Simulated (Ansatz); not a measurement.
Total energies of Si16OH28 from Ansatz at PBE0-D4/def2-TZVP, gas phase (1 Eh = 27.2114 eV = 2625.5 kJ/mol). The reference geometry is relaxed at PBE-D4/def2-SVP.

Cartesian coordinates in Å:
```
Si 1.0661 -3.0539 2.4426
Si 3.0442 -0.3080 -2.6088
Si -0.3755 0.6333 -3.2914
O 0.4926 -1.8205 -0.7209
Si 1.8866 0.8420 2.7380
Si 0.7701 1.6635 0.8211
Si -1.5340 1.9910 1.2201
Si -1.2893 -0.5345 4.3002
Si -1.8273 3.5685 -2.4109
Si 2.2831 -1.5919 -0.7947
Si -0.0515 -3.1373 0.3757
Si 0.9242 -1.0724 3.7066
Si -0.8926 -0.9316 -1.6115
Si 1.4127 -0.5283 -4.2873
Si 0.3980 2.7570 -2.6101
Si -2.5179 0.2222 2.4404
Si -2.9133 2.4222 -0.6593
H 0.3516 -4.1693 3.1729
H 2.4896 -3.4936 2.2205
H 4.3717 -0.9797 -2.8739
H 3.2635 1.1003 -2.1384
H -1.6203 0.2598 -4.0936
H 3.3484 0.5948 2.4504
H 1.8079 1.8900 3.8230
H 1.0099 0.6673 -0.2875
H 1.4559 2.9519 0.4709
H -1.5647 3.1748 2.1616
H -1.9566 -1.7210 4.9524
H -1.1839 0.5707 5.3219
H -2.8052 3.4700 -3.5674
H -1.8581 5.0202 -1.9772
H 2.6984 -3.0367 -0.9193
H 2.6441 -1.1479 0.5957
H 0.1994 -4.3974 -0.4018
H -1.5233 -2.8942 0.5069
H 1.6930 -1.4422 4.9563
H -1.6034 -2.1657 -2.1167
H -1.6405 -0.4724 -0.3933
H 1.2444 -2.0109 -4.5303
H 1.9219 0.1117 -5.5525
H 0.5325 3.1228 -4.1070
H -2.7561 -0.9748 1.5516
H -3.8719 0.6815 2.9263
H -3.3942 1.0630 -1.1250
H -4.1301 3.1055 -0.0761
```

```json
{"state": "charge 0 singlet", "geometry": "reference", "energy (Eh)": "-4722.23842"}
{"state": "charge 1 doublet", "geometry": "reference", "energy (Eh)": "-4721.99830"}
{"state": "charge 1 doublet", "geometry": "relaxed at PBE-D4/def2-SVP", "energy (Eh)": "-4722.03664"}
{"state": "charge -1 doublet", "geometry": "reference", "energy (Eh)": "-4722.29579"}
{"state": "charge 0 triplet", "geometry": "relaxed at PBE-D4/def2-SVP", "energy (Eh)": "-4722.22524"}
{"state": "free Si atom (triplet)", "geometry": "–", "energy (Eh)": "-289.24943"}
{"state": "free O atom (triplet)", "geometry": "–", "energy (Eh)": "-75.01860"}
{"state": "free H atom (doublet)", "geometry": "–", "energy (Eh)": "-0.50104"}
```

Single mean-field runs in def2-TZVP are fitted with def2-universal-jkfit.

(1) Work out the vertical ionisation energy to the doublet.

(2) Work out the vertical electron affinity, to the doublet.

(3) Give the fundamental gap IE − EA, the Mulliken electronegativity (IE + EA)/2 and the hardness (IE − EA)/2.

(4) How much does the charge 1 doublet relax, and what is the adiabatic ionisation energy?

(5) Which of the charge 0 states is lowest, and how far above it are the others?

(6) What is the binding energy per atom against free atoms?

(1) E(charge 1 doublet) − E(charge 0 singlet) = -4721.99830 − (-4722.23842) = 0.24012 Eh = 6.53 eV. For comparison, −ε of the highest occupied level is 5.28 eV at this level, 1.25 eV less.

(2) E(charge 0 singlet) − E(charge -1 doublet) = -4722.23842 − (-4722.29579) = 0.05737 Eh = 1.56 eV. The basis lacks diffuse functions, which makes affinities too small.

(3) From the values in Eh: IE − EA = 0.24012 − 0.05737 = 0.18275 Eh = 4.97 eV; (IE + EA)/2 = 4.05 eV; (IE − EA)/2 = 2.49 eV. The HOMO–LUMO gap of the same run is 2.74 eV, 2.23 eV smaller than the fundamental gap.

(4) Relaxation: -4721.99830 − (-4722.03664) = 0.03834 Eh = 1.04 eV. Adiabatic ionisation energy: 0.20178 Eh = 5.49 eV, without zero-point energy. 

(5) The singlet. triplet: -4722.22524 − (-4722.23842) = 0.01318 Eh = 34.6 kJ/mol. The triplet differs in its bonds from the reference.

(6) Atoms: 16 × (-289.24943) + 1 × (-75.01860) + 28 × (-0.50104) = -4717.03860 Eh. Binding: -4717.03860 − (-4722.23842) = 5.19982 Eh = 141.49 eV, or 3.14 eV for each of 45 atoms (no zero-point energy, no counterpoise term).

A triplet lies near this restricted singlet, and broken spin symmetry wasn't tried.
